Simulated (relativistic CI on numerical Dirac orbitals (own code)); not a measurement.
**Energy levels of Nb V**

Method of calculation: Dirac-Coulomb-Breit CI, KLI orbitals optimised for each configuration, model QED, valence Slater integrals scaled by 0.85, P86 correlation energy added to each configuration (own radial code, finite nucleus).

Configuration list (outside the closed core [Ar] 3d10 4s2): 4p6 4d, 4p6 5s, 4p6 4f, 4p6 5p, 4p5 4d2, 4p6 5d, 4p6 6s, 4p6 6p, 4p6 5f, 4p6 6d, 4p6 7s, 4p6 5g, 4p6 7p, 4p5 4d 4f, 4p6 6f. Double excitations out of closed p, d and f shells are left out; levels of such configurations are missing from the list, as are those of other unlisted configurations, and high levels can miss mixing partners.

The lowest level is 4p6 4d 2D_3/2, with 100 % of that term; Hund's rules for 4p6 4d give 2D with J = 3/2, in agreement.

```tsv
No.	Configuration	Term	J	E (cm⁻¹)	%	Next component (%)	Landé g	Lifetime (s)
1	4p6 4d	2D	3/2	0	100		0.799	
2	4p6 4d	2D	5/2	1728	100		1.200	1.80e+01
3	4p6 5s	2S	1/2	82623	100		2.002	2.08e-04
4	4p6 5p	2P°	1/2	134848	100		0.666	2.27e-10
5	4p6 5p	2P°	3/2	138241	100		1.334	2.17e-10
6	4p6 5d	2D	3/2	215175	100		0.799	2.93e-10
7	4p6 5d	2D	5/2	215703	100		1.200	3.10e-10
8	4p6 4f	2F°	5/2	224169	94	6 4p5 4d2 2F°	0.857	1.08e-10
9	4p6 4f	2F°	7/2	224335	94	5 4p5 4d2 2F°	1.143	1.02e-10
10	4p6 6s	2S	1/2	231656	100		2.002	2.99e-10
11	4p6 6p	2P°	1/2	253797	100		0.666	4.82e-10
12	4p6 6p	2P°	3/2	255231	100		1.334	4.49e-10
13	4p5 4d2	4D°	1/2	260544	99	1 2P°	0.010	6.68e-08
14	4p5 4d2	4D°	3/2	261315	95	3 4F°	1.186	4.48e-08
15	4p5 4d2	4D°	5/2	262596	91	5 4F°	1.357	6.32e-08
16	4p5 4d2	4D°	7/2	264813	91	7 4F°	1.408	5.46e-08
17	4p5 4d2	4G°	11/2	271520	100		1.273	4.13e+02
18	4p5 4d2	4G°	9/2	272536	83	15 4F°	1.194	6.65e-01
19	4p5 4d2	4P°	5/2	273232	90	4 4D°	1.556	6.05e-08
20	4p5 4d2	4G°	7/2	274303	68	19 4F°	1.050	7.51e-08
21	4p5 4d2	4G°	5/2	275187	36	32 2F°	0.836	4.60e-09
22	4p5 4d2	4P°	3/2	276371	86	6 2P°	1.678	2.36e-08
23	4p5 4d2	2D°	3/2	279169	44	41 4F°	0.727	3.01e-09
24	4p5 4d2	4P°	1/2	279204	89	5 2P°	2.500	4.54e-08
25	4p5 4d2	2D°	5/2	280560	68	18 2F°	1.090	1.54e-08
26	4p5 4d2	4F°	9/2	281736	75	17 2G°	1.283	3.56e-02
27	4p5 4d2	2F°	7/2	282302	36	21 4p6 5f 2F°	1.092	9.56e-10
28	4p5 4d2	2F°	5/2	282703	30	28 4p6 5f 2F°	0.863	4.95e-10
29	4p5 4d2	4F°	7/2	283945	39	20 4p6 5f 2F°	1.161	1.19e-09
30	4p5 4d2	4F°	3/2	285759	47	30 2P°	0.825	2.44e-09
31	4p5 4d2	2P°	1/2	287152	93	5 4P°	0.762	7.45e-09
32	4p5 4d2	4F°	5/2	287776	47	28 4G°	0.933	5.12e-09
33	4p5 4d2	2H°	11/2	287886	100		1.091	6.02e-01
34	4p5 4d2	2F°	7/2	288016	62	18 4D°	1.182	6.79e-09
35	4p6 6d	2D	3/2	290461	100		0.799	6.93e-10
36	4p6 6d	2D	5/2	290708	100		1.200	7.48e-10
37	4p6 5f	2F°	5/2	291768	49	35 4p5 4d2 2F°	0.852	5.47e-10
38	4p5 4d2	2F°	7/2	295986	50	38 4p6 5f 2F°	1.140	3.65e-10
39	4p5 4d2	2H°	9/2	296115	66	31 2G°	0.980	5.79e-02
40	4p5 4d2	2P°	3/2	296600	47	39 2D°	1.075	1.57e-07
41	4p6 7s	2S	1/2	297088	100		2.002	3.77e-10
42	4p5 4d2	2G°	7/2	298013	56	16 4G°	0.997	3.17e-09
43	4p5 4d2	4D°	5/2	299162	77	14 2D°	1.315	1.39e-09
44	4p5 4d2	4D°	7/2	299956	73	12 2F°	1.348	7.27e-10
45	4p5 4d2	4D°	3/2	300772	64	29 2D°	1.086	1.44e-09
46	4p6 5g	2G	7/2	301235	100		0.889	3.59e-10
47	4p6 5g	2G	9/2	301237	100		1.111	3.58e-10
48	4p5 4d2	2G°	9/2	302870	69	15 2H°	1.103	7.22e-03
49	4p5 4d2	4D°	1/2	305168	95	3 2P°	0.048	1.25e-09
50	4p5 4d2	2F°	5/2	306813	77	11 2D°	0.902	3.64e-10
51	4p6 7p	2P°	1/2	308564	99		0.663	9.99e-10
52	4p6 7p	2P°	3/2	309277	98	1 4p5 4d2 2D°	1.334	1.20e-09
53	4p5 4d2	2D°	3/2	310853	61	26 4D°	1.037	1.07e-09
54	4p5 4d2	2S°	1/2	313839	93	6 4P°	2.013	3.51e-09
55	4p5 4d2	4S°	3/2	313927	82	7 2D°	1.858	1.53e-09
56	4p5 4d2	2G°	7/2	315738	91	7 2F°	0.913	4.89e-10
57	4p5 4d2	2D°	5/2	316020	78	14 4D°	1.208	2.19e-09
58	4p5 4d2	2G°	9/2	317034	81	18 2H°	1.076	5.33e-03
59	4p5 4d2	2P°	3/2	322660	97	2 2D°	1.327	2.52e-09
60	4p6 6f	2F°	5/2	326671	84	14 4p5 4d2 2F°	0.857	1.53e-10
61	4p6 6f	2F°	7/2	327244	88	9 4p5 4d2 2F°	1.140	2.75e-10
62	4p5 4d2	2P°	1/2	335398	99	1 4D°	0.668	7.74e-10
63	4p5 4d2	2F°	5/2	360905	77	13 4p6 6f 2F°	0.859	4.86e-12
64	4p5 4d2	2F°	7/2	367075	81	10 4p6 6f 2F°	1.140	4.75e-12
65	4p5 4d2	2P°	1/2	374103	99		0.666	4.69e-12
66	4p5 4d2	2P°	3/2	377361	99	1 4S°	1.336	4.67e-12
67	4p5 4d2	2D°	5/2	383199	99	1 2F°	1.197	3.43e-12
68	4p5 4d2	2D°	3/2	384068	99		0.800	3.39e-12
```

Energies count from the lowest computed level; ° marks odd parity; lifetimes are radiative, by E1, M1, E2, M2, E3 decay to levels of this space only.

The mean weight of the leading LS term, summed over parents, in these 68 levels is 82 %, and that of the leading jj configuration (from the same eigenvectors) 67 %, so LS coupling describes them better.

At this charge configurations can still be misplaced by up to about 7 % of their energy. 7 of the 7 excited levels that our extract of the measured tables holds in this range could be paired (the sources list more); they are missed by 4005 cm⁻¹ on average and 6694 at most, and levels without a partner can miss by more.

LS names give the leading component of a level, which can be under half, so a name can repeat, a term be missing and a line seem to break the LS rules.
